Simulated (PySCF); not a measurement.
**Worked example: oscillator strength and radiative lifetime**

B(AsH2)2(H) (As2BH5), SMILES [AsH2]B[AsH2].

Coordinates come from a B3LYP-D3(BJ)/def2-SVP optimisation. This is a generated structure with no PubChem entry under its InChIKey; it may be hypothetical.

TDA-LC-ωPBE/def2-SVPD in PySCF puts the first singlet state with f over 0.02 at 5.07 eV (vertical), with the transition dipole (-1.188, 0.056, 0.000) in atomic units.

Find the oscillator strength, the wavelength and the radiative lifetime that this transition would have in vacuum if emission retraced absorption.


|μ|² = 1.4145 au, so |μ| = 3.02 D. ΔE = 5.07/27.211 = 0.1863 hartree. f = (2/3) ΔE |μ|² = 0.176 (the program prints 0.176).
λ = 1239.84/5.07 = 245 nm; ν = 40892 cm⁻¹.
Einstein's coefficient A = 0.6670 ν² f s⁻¹ (ν in cm⁻¹) = 2.0e8 s⁻¹, so τ = 1/A = 5.1 ns. This state is S2; the lower singlet has f = 0.014. The figure is the radiative limit of this one transition; relaxation, internal conversion, crossing to triplets and a medium change what is measured.
